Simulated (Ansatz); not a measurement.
Species: C2HO (charge -1, singlet). It need not be the lowest isomer of its formula. Whether it binds its extra electron was not tested at this geometry. 
Geometry from a B3LYP-D3(BJ)/def2-TZVP (Ansatz, a program for electronic structure) optimisation:
```xyz
4

C      1.1854    -0.3845    -0.1849
C      0.0118     0.0201     0.0060
O     -1.1721     0.2778     0.1494
H      2.1934    -0.0361    -0.1216
```
Charge -1, spin multiplicity 1.

Basis-set convergence of Hartree-Fock and MP2 correlation energies (hartree) with Ansatz. Cores are frozen in the correlated levels unless marked. Spin-orbit coupling is left out. No relativistic terms.

| basis | functions | E(HF) | E(corr, MP2) |
|---|---|---|---|
| aug-cc-pVDZ | 78 | -151.14216 | -0.47402 |
| aug-cc-pVTZ | 161 | [?] | [?] |

Question: Fill in the missing entries.

Answer: 
- aug-cc-pVTZ, E(HF): -151.17810
- aug-cc-pVTZ, E(corr, MP2): -0.56857
